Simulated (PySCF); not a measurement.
# Dipole moment and polarisability of `C#CCP([SiH3])CC`

C5H11PSi.
Numbering: `[CH:1]#[C:2][CH2:3][P:4]([SiH3:5])[CH2:6][CH3:7]` (hydrogens: H8 on C1; H9, H10 on C3; H11, H12, H13 on Si5; H14, H15 on C6; H16, H17, H18 on C7)

Cartesian coordinates in Å at the GFN2-xTB level; atoms count from 1:
```xyz
18
C5H11PSi angstrom
C     -1.6260    2.5290    1.9049
C     -0.6119    2.0284    1.5113
C      0.5824    1.3888    1.0159
P      0.2951   -0.4553    0.8012
Si     2.1864   -0.9207   -0.3085
C     -0.9101   -0.3429   -0.6179
C     -1.2410   -1.7156   -1.1849
H     -2.5003    2.9857    2.2612
H      0.8776    1.8399    0.0626
H      1.3947    1.5131    1.7384
H      2.2052   -2.3530   -0.5971
H      2.3311   -0.1780   -1.5680
H      3.3082   -0.5716    0.5633
H     -1.8152    0.1268   -0.2193
H     -0.5101    0.3131   -1.3978
H     -1.6077   -2.3716   -0.3975
H     -2.0093   -1.6355   -1.9523
H     -0.3579   -2.1740   -1.6270
```

Level: CAM-B3LYP/def2-SVPD (PySCF), static field, nuclei fixed, core orbitals frozen in the response. The polarisability tensor in these axes (au):

```
x   126.11 -14.50  -8.50
y   -14.50 112.95  16.91
z    -8.50  16.91 101.63
```

Question: Give the principal values, the mean and the anisotropy Δα = √{½[(α1 − α2)² + (α2 − α3)² + (α1 − α3)²]}.

Answer: Principal values 89.38, 108.94 and 142.38 au; mean 113.57 au = 16.83 Å³ = 18.72 × 10⁻⁴⁰ C²·m²/J; Δα = 46.42 au (41 % of the mean).

Question: What is the dipole moment, and where does it point?

Answer: (-0.03, 0.30, -1.12) D, 1.16 D in size, pointing from the negative to the positive side. Measured along this direction, the outermost atoms are H8 and H10 at the negative end and H17, H15 and H12 at the positive end.

Question: What molar refraction does this α imply?

Answer: Lorentz–Lorenz: R = (4π/3)N_A α = 2.5225 cm³/(mol·Å³) × 16.83 Å³ = 42.5 cm³/mol, in the limit of long wavelengths.

Question: Find the Langevin capture rate constant for H3O+ (19.018 u) meeting this molecule (130.037 u), k = 2.342 × 10⁻⁹ cm³/s × √(α in Å³ / reduced mass in u).

Answer: The reduced mass is 16.59 u, so k = 2.36 × 10⁻⁹ cm³/s. The formula leaves out the permanent dipole, which adds to the capture rate.

Question: Refractivity n − 1 of an ideal gas of it at 350 K and 1 atm, from the electronic α?

Answer: N = p/kT = 2.0968 × 10¹⁹ cm⁻³, so n − 1 = 2π × N × 16.83 × 10⁻²⁴ cm³ = 2217 × 10⁻⁶ at long wavelengths.

Question: Directions of the eigenvectors, and the extent of the frame along each?

Answer: Largest value along (0.72, -0.58, -0.39), where the nuclei span 7.57 Å; middle along (0.69, 0.55, 0.46), 5.81 Å; least along (-0.05, -0.60, 0.80), 2.48 Å. The response follows the extents in order.

The structure is a single GFN2-xTB conformer in the gas phase; no vibrational or solvent corrections.

These values come from a run that also computed excited states. Hardware: one thread, x86-64 server, shared host. Cost: 1.7 min.
